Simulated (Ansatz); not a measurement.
Two isomers of CH6FNOSi: A = `NC(F)O[SiH3]`, B = `OCN[SiH2]F`.

Gas-phase electronic energies from Ansatz, PBE0-D4/def2-TZVP geometries. CCSD(T)/CBS is the MP2 limit (def2-TZVPP, def2-QZVPP) plus CCSD(T) − MP2 in def2-TZVPP, frozen cores. Functionals use def2-TZVPP. B3LYP here is the variant with VWN-RPA as its local correlation; programs differ in this. Each species was taken in one conformer, which may not be the lowest.

A:

```xyz
11

N     0.401    0.294   -1.991
C     0.239    0.533   -0.623
F    -0.979    1.190   -0.330
O     0.233   -0.657    0.050
Si   -0.173   -0.797    1.654
H    -0.290   -0.362   -2.331
H     0.371    1.150   -2.527
H     1.008    1.222   -0.254
H    -1.641   -0.769    1.855
H     0.371   -2.109    2.071
H     0.460    0.305    2.427
```

B:

```xyz
11

O     0.827   -1.276    1.479
C    -0.154   -1.175    0.477
N     0.205   -0.308   -0.610
Si   -0.279    1.315   -0.761
F     0.475    2.301    0.260
H     0.997   -0.395    1.824
H    -0.300   -2.197    0.121
H    -1.108   -0.818    0.887
H     0.998   -0.638   -1.140
H    -1.713    1.416   -0.409
H     0.052    1.775   -2.127
```

Problem. Which is lower in electronic energy at CCSD(T)/CBS, and by how much? (Estimate.)

Solution. Ansatz gave: B, by 34.4 kcal/mol.

Problem. Give E(B) − E(A) in kcal/mol with B3LYP-D4, r2SCAN-D4, CCSD(T)/def2-SVP, PBE-D4, PBE0-D4, BLYP-D4, B3LYP. (Estimate.)

Solution. Ansatz gave: B3LYP-D4 -32.1, r2SCAN-D4 -31.1, CCSD(T)/def2-SVP -26.3, PBE-D4 -31.0, PBE0-D4 -31.8, BLYP-D4 -31.5, B3LYP -31.9. None reverses the order clearly.

Problem. Does the order hold for the free energy at 298.15 K (harmonic terms from PBE0-D4)? (Estimate.)

Solution. Computed: Yes: G(B) − G(A) = -32.6 kcal/mol, for one conformer each. Modes under 60 cm⁻¹, often nearly free rotors, make the harmonic entropy too high.

Largest T1 diagnostic: 0.012.

At CCSD(T), def2-SVP lies +8.1 kcal/mol from the extrapolated value and def2-TZVPP +1.5 kcal/mol. From BLYP to BHLYP (50 % exact exchange), in def2-TZVPP and without D4, E(B) − E(A) moves by −1.0 kcal/mol.
